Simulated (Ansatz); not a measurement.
Si(OH) (HOSi), SMILES O[Si] (connectivity only; charge and spin as stated), neutral, multiplicity 2.

Coordinates come from a PBE-D3(BJ)/def2-TZVPD optimisation.

Two levels are set side by side: PBE/def2-TZVPD (Ansatz, an electronic-structure program) and PBE0/def2-TZVPD (Ansatz). Energy differences of separate SCF runs at the same geometry; the states with an electron removed or added have multiplicity 1 and 3. Differences are taken from unrounded values.

```json
[
 {"quantity": "vertical ionisation energy (eV)", "PBE0": "7.21"}
]
```

Question: What does PBE give, and how far is it from PBE0? (The exact figures need the calculation; the answer reports its results.)

Answer: 
| quantity | PBE | PBE minus PBE0 |
|---|---|---|
| vertical ionisation energy (eV) | 7.12 | -0.09 |

On these quantities the two levels nearly agree.
